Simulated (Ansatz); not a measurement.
`[AlH2][C]#C[O][SbH2]` + `O[SiH2]O` → `O[SiH](O)[AlH2]` + `C#C[O][SbH2]`  (formal exchange of groups at the Al–C bond)

Isolated molecules relaxed with PBE0-D4/def2-TZVP in Ansatz; ΔE leaves out vibrations. CCSD(T)/CBS is the MP2 limit (def2-TZVPP, def2-QZVPP) plus CCSD(T) − MP2 in def2-TZVPP, frozen cores. Functionals use def2-TZVPP. Elements past krypton have def2 core potentials. For Sb outer-core shells are correlated without core-valence functions, which leaves a few kJ/mol of doubt a bond. One conformer a species, not always the lowest.

`[AlH2][C]#C[O][SbH2]`:

```xyz
9

Al   -1.477    0.676   -1.972
C    -0.604   -0.291   -0.625
C    -0.044   -0.938    0.247
O     0.530   -1.627    1.151
Sb    1.835   -0.729    2.422
H    -2.476   -0.057   -2.960
H    -1.212    2.233   -2.119
H     0.812    0.616    2.688
H     2.636    0.116    1.168
```

`O[SiH2]O`:

```xyz
7

O     0.780   -0.993   -0.714
Si    0.180    0.066    0.388
O    -1.168    0.851   -0.124
H     0.247   -1.759   -0.933
H    -0.261   -0.627    1.621
H     1.300    1.006    0.624
H    -1.078    1.456   -0.862
```

`O[SiH](O)[AlH2]`:

```xyz
9

O    -0.237   -1.872    0.514
Si    0.294   -0.319    0.730
O    -0.674    0.559    1.749
Al    0.499    0.830   -1.458
H    -0.987   -2.017   -0.063
H     1.553   -0.480    1.495
H    -1.507    0.886    1.410
H    -0.817    1.045   -2.336
H     1.876    1.369   -2.041
```

`C#C[O][SbH2]`:

Cartesian coordinates in Å:
```
C -0.818 -0.137 1.657
C -0.225 0.520 0.843
O 0.408 1.236 -0.013
Sb 0.966 0.423 -1.774
H -1.343 -0.699 2.389
H 1.562 -1.014 -1.058
H -0.548 -0.330 -2.043
```

Problem. Is it downhill or uphill in electronic energy at CCSD(T)/CBS, and by how much? (Estimate.)

Solution. Ansatz gave: Uphill: ΔE = +26.0 kcal/mol.

Problem. What do these levels give: LDA (SPW92), PBE0-D4, revPBE, BHLYP, MP2/def2-SVP, CCSD(T)/def2-SVP? (Best estimate.)

Solution. Computed: LDA (SPW92) 21.8, PBE0-D4 23.3, revPBE 22.4, BHLYP 27.3, MP2/def2-SVP 30.1, CCSD(T)/def2-SVP 27.8 kcal/mol.

Largest T1 diagnostic among the species: 0.015.

At CCSD(T), def2-SVP lies +1.9 kcal/mol from the extrapolated value and def2-TZVPP +0.7 kcal/mol. From PBE to PBE0 (25 % exact exchange), in def2-TZVPP and without D4, ΔE moves by +1.3 kcal/mol.
